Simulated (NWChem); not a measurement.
System: BiH₂O₂F; SMILES [OH][Bi]([OH])[F]

NWChem input:

```
start job
memory heap 200 mb stack 900 mb global 1100 mb
geometry units angstroms noautoz
  Bi    -0.024348    -0.094460    -0.247400
  F      0.143489     1.919184     0.039027
  O     -1.617732    -0.411714     1.035057
  H     -1.384002    -0.207145     1.950909
  O      1.499094    -0.439372     1.118910
  H      1.744611     0.406422     1.521172
end
basis spherical
  * library def2-svp
end
ecp
  Bi library def2-ecp
end
dft
  xc xwpbe 1.00 cpbe96 1.0 hfexch 1.00
  cam 0.05 cam_alpha 0.0 cam_beta 1.0
  iterations 150
  vectors input atomic output neutral.movecs
end
task dft energy
charge 1
dft
  odft
  mult 2
  vectors input atomic output cation.movecs
end
task dft energy
```

All runs use the structure optimised with PBE0/def2-SVP. def2 effective core potentials on Bi; no spin-orbit coupling.

Ions are spin-unrestricted doublets at the neutral geometry; other ion states weren't tried. Functional: LC-ωPBE (HJS hole) with def2-SVP; the question gives the range parameter ω in 1/bohr.

What results follow from this input? (LC-wPBE (HJS exchange hole, range parameter 0.05 per bohr)/def2-SVP with def2 effective core potentials on Bi, vertical spin-unrestricted ions.) Quantities: vertical ionisation energy, ΔSCF (eV); −ε(HOMO) (eV).


- vertical ionisation energy, ΔSCF (eV) = 10.02
- −ε(HOMO) (eV) = 7.27
